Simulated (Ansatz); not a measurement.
Two isomers of CH5FGeOSi: A = `FC1[O][GeH2][SiH2]1`, B = `F[C@H]1O[Si@H]1[GeH3]`.

Gas-phase electronic energies from Ansatz, PBE0-D4/def2-TZVP geometries. CBS: MP2 limit from def2 TZ/QZ plus the TZ coupled-cluster correction, frozen cores. Functionals use def2-TZVPP. B3LYP here is the variant with VWN-RPA as its local correlation; programs differ in this. For Ge outer-core shells are correlated without core-valence functions, which leaves a few kJ/mol of doubt a bond. Scalar relativity is left out up to krypton.

Question: Which isomer does CCSD(T)/CBS put lower? Give the gap. (An estimate is asked.)

Answer: Ansatz gave: A, by 19.8 kJ/mol.

Question: Give E(B) − E(A) in kJ/mol with PBE0-D4, CCSD(T)/def2-TZVPP, ωB97M-V, CCSD/def2-TZVPP, r2SCAN-D4, B3LYP-D4, B2PLYP. (Best estimate.)

Answer: Computed: PBE0-D4 17.7, CCSD(T)/def2-TZVPP 20.5, ωB97M-V 19.9, CCSD/def2-TZVPP 20.7, r2SCAN-D4 12.4, B3LYP-D4 17.9, B2PLYP 18.2. None reverses the order clearly.

Largest T1 diagnostic: 0.014.

In def2-TZVPP, CCSD(T) changes the Hartree–Fock value by −5.8 kJ/mol (the triples alone add −0.2 kJ/mol) and MP2 by −5.7 kJ/mol. From PBE to PBE0 (25 % exact exchange), in def2-TZVPP and without D4, E(B) − E(A) moves by +4.6 kJ/mol.
